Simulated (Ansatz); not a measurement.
Consider the formal exchange of groups at the Al–C bond: `F[CH2][AlH][GaH2]` + `C[SiH3]` → `C[SiH2][AlH][GaH2]` + `CF`.

Computed with Ansatz on PBE0-D4/def2-TZVP structures; ΔE is electronic, products minus reactants. CCSD(T)/CBS is the MP2 limit (def2-TZVPP, def2-QZVPP) plus CCSD(T) − MP2 in def2-TZVPP, frozen cores. This one scheme is used for every species. DFT in def2-TZVPP. For Ga outer-core shells are correlated without core-valence functions, which leaves a few kJ/mol of doubt a bond. Scalar relativity is left out up to krypton. One conformer a species, not always the lowest.

`F[CH2][AlH][GaH2]`:

Z-matrix (Å, degrees):
```
C
Al 1 1.987
F 1 1.405 2 109.9
H 1 1.098 2 112.8 3 -119.9
H 1 1.098 2 112.8 3 119.9
Ga 2 2.514 1 116.4 3 0.0
H 2 1.596 1 116.6 3 -180.0
H 6 1.579 2 122.5 1 89.5
H 6 1.579 2 122.5 1 -89.6
```

`C[SiH3]`:

```xyz
8

C     0.058    0.096   -0.981
Si   -0.052   -0.086    0.878
H    -0.927    0.291   -1.410
H     0.454   -0.814   -1.437
H     0.716    0.925   -1.251
H    -0.593    1.154    1.496
H     1.292   -0.348    1.461
H    -0.947   -1.217    1.244
```

`C[SiH2][AlH][GaH2]`:

Cartesian coordinates in Å:
```
C -1.761 -1.368 1.284
Si -0.699 -0.828 -0.174
Al 0.895 0.998 0.273
Ga 2.344 1.946 -1.548
H -2.431 -2.182 0.997
H -2.369 -0.537 1.649
H -1.136 -1.713 2.110
H 0.073 -2.004 -0.685
H -1.587 -0.417 -1.306
H 1.008 1.583 1.757
H 1.893 3.158 -2.458
H 3.772 1.364 -1.899
```

`CF`:

Z-matrix (Å, degrees):
```
C
F 1 1.376
H 1 1.092 2 109.1
H 1 1.092 2 109.1 3 -120.0
H 1 1.092 2 109.1 3 120.0
```

```
             level  ΔE (kJ/mol)
           ωB97M-V        -12.5
RPA@PBE/def2-TZVPP        -21.6
       HF/def2-SVP        -19.8
SCS-MP2/def2-TZVPP        -17.7
```

Task: What does CCSD(T)/CBS give? (Best estimate.)

Result: The calculation gave: -23.2 kJ/mol. The listed levels differ from it by 10.7, 1.6, 3.4, 5.5 kJ/mol.

Largest T1 diagnostic among the species: 0.013.

Leaving LDA and LC-ωPBE aside and taking each functional with its dispersion term where it has one, the values, not all of them listed here, spread over 19.6 kJ/mol, from HSE06-D4 to ωB97M-V.

CCSD(T)/CBS has its own doubt, a few kJ/mol and more with outer-core shells, so smaller differences from it don't rank the levels.
